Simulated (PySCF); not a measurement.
CH₃Cl₂Si, SMILES Cl[Si](C)Cl (connectivity only; charge and spin as stated), charge +1, multiplicity 1.

Geometry: r2SCAN-D4/def2-SVP. The multiplicity is an assumed one; other spin states were not compared. The isomer is the one that the SMILES or the coordinates give; other isomers of the formula were not compared.

The numbers are results of SMD-M06-2X/def2-SVP run with PySCF, not measurements.

Solvation free energies are E(SMD) − E(gas) at the gas-phase geometry, for 1 M in both phases.

```
solvent            ΔG(solv) (kcal/mol)  its non-electrostatic (CDS) part
-----------------  -------------------  --------------------------------
water                            -56.2                               2.1
benzene                          -34.8                              -2.5
dimethylsulfoxide                -58.3                              -0.5
```
